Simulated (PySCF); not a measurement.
Compound: C7H10.
Numbering: `[CH2:1]=[CH:2]/[CH:3]=[CH:4]/[C:5](=[CH2:6])[CH3:7]` (hydrogens: H8, H9 on C1; H10 on C2; H11 on C3; H12 on C4; H13, H14 on C6; H15, H16, H17 on C7)

Method: PBE0-D3(BJ)/def2-SVP geometry optimisation, gas phase (PySCF).

Task: Give the optimised bond lengths and angles.

Result: 
```csv
bond,length (Å),order
C1=C2,1.342,double
C2–C3,1.448,single
C3=C4,1.351,double
C4–C5,1.458,single
C5=C6,1.347,double
C5–C7,1.501,single
C1–H8,1.092,single
C1–H9,1.094,single
C2–H10,1.097,single
C3–H11,1.096,single
C4–H12,1.096,single
C6–H13,1.093,single
C6–H14,1.093,single
"C7–H15, C7–H16, C7–H17",1.101,single
```

Bonds in one row agree within 0.01 Å and their mean is given. Orders are formal, as drawn. A selection of angles:
```csv
angle,degrees
C2–C1–H8,121.6
C2–C1–H9,121.2
H8–C1–H9,117.2
C1–C2–C3,124.4
C1–C2–H10,119.2
C3–C2–H10,116.4
C2–C3–C4,123.8
C2–C3–H11,116.5
C4–C3–H11,119.8
C3–C4–C5,125.9
C3–C4–H12,118.2
C5–C4–H12,115.9
C4–C5–C6,119.6
C4–C5–C7,118.8
C6–C5–C7,121.6
C5–C6–H13,121.2
C5–C6–H14,121.5
H13–C6–H14,117.3
C5–C7–H15,111.1
H15–C7–H16,106.9
```

Dihedral angles: C1–C2–C3–C4 180° (antiperiplanar); C2–C3–C4–C5 180° (antiperiplanar); C3–C4–C5–C6 180° (antiperiplanar).

The 7 heavy atoms lie in one plane (0.001 Å rms). Of the pairs four or more bonds apart, C7···H11 is among the closest relative to their van der Waals radii: 2.64 Å, 91 % of the sum of Bondi's values. The 6 C–C bonds span 1.342 Å (C1=C2, drawn double) to 1.501 Å (C5–C7, drawn single), a spread of 0.159 Å.

Point group: Cs (every atom within 0.08 Å of its image). PBE0-D3(BJ)/def2-SVP frequencies: not computed here. The numbers are those of one conformer.
